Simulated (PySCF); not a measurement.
SMILES [Cl][GeH][Cl], doublet, CAM-B3LYP/def2-SVP optimised geometry.

```
4

Cl     1.42    -1.03     0.00
Ge    -0.74    -1.03     0.00
Cl    -1.42     1.03     0.00
H     -1.20    -1.67     1.34
```

Density from unrestricted CAM-B3LYP/def2-TZVP (PySCF) at that geometry.

Minimum of the electron density along straight lines between bonded atoms, close to the bond critical point (lines longer than 1.1 times the sum of covalent radii, or with two minima, are not listed):

| bond | length / Å | ρ at the minimum / e bohr⁻³ | ∇²ρ there / e bohr⁻⁵ | position (fraction from the first atom) |
|---|---|---|---|---|
| Cl1–Ge2 | 2.163 | 0.103 | 0.16 | 0.57 |
| Ge2–Cl3 | 2.163 | 0.103 | 0.16 | 0.43 |
| Ge2–H4 | 1.555 | 0.131 | 0.01 | 0.59 |
